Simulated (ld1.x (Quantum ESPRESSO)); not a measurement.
## Transferability test, TM potential for Tb (Z = 65)

Tb, norm-conserving Troullier–Martins (Kleinman–Bylander form), made with ld1.x (Quantum ESPRESSO) 7.5 (PW91, scalar-relativistic). Core [Kr] 4d10 5s2, reference 4f9 5p6 5d0 6s2 6p0. Waves: 6s (bound): rc 2.70 bohr; 5p (bound): rc 2.45 bohr; 4f (bound): rc 1.30 bohr; 5d (bound, empty): rc 2.40 bohr. Local part: the d channel. Core correction: a·sin(br)/r model core inside 1.10 bohr.

Energies are relative to the spin-unpolarised reference configuration 4f9 5p6 5d0 6s2 6p0; without spin polarisation the order of configurations can differ from experiment.

```json
{"valence configuration": "4f9 5p6 5d0 6s1 6p0", "charge": "+1", "ΔE all-electron (eV)": "6.199", "error AE − PS (meV)": "-4.3"}
{"valence configuration": "4f9 5p6 5d0 6s0 6p0", "charge": "+2", "ΔE all-electron (eV)": "17.760", "error AE − PS (meV)": "-20"}
{"valence configuration": "4f10 5p6 5d0 6s0 6p0", "charge": "+1", "ΔE all-electron (eV)": "7.914", "error AE − PS (meV)": "-212"}
{"valence configuration": "4f8 5p6 5d1 6s2 6p0", "charge": "0", "ΔE all-electron (eV)": "4.113", "error AE − PS (meV)": "-132"}
{"valence configuration": "4f9 5p6 5d0.5 6s1.5 6p0", "charge": "0", "ΔE all-electron (eV)": "1.219", "error AE − PS (meV)": "-2.5"}
```

Task: What are ΔE and the potential's error for 4f9 5p6 5d0 6s0 6p2?

Result: ΔE = 5.406 eV all-electron; the error (AE − PS) is +273 meV.

Task: What are ΔE and the potential's error for 4f8 5p6 5d0 6s0 6p0?

Result: ΔE = 43.158 eV all-electron; the error (AE − PS) is +139 meV.

Levels in the configuration 4f8 5p6 5d0 6s0 6p0:

| level | all-electron (eV) | pseudo (eV) |
| --- | --- | --- |
| 4f | -34.321 | -34.229 |
| 5p | -52.822 | -52.846 |

Note: ghost state, extra bound levels that the all-electron valence spectrum of the same l lacks: s at -23.3 eV. A true bound ghost makes a file unfit for plane-wave use.
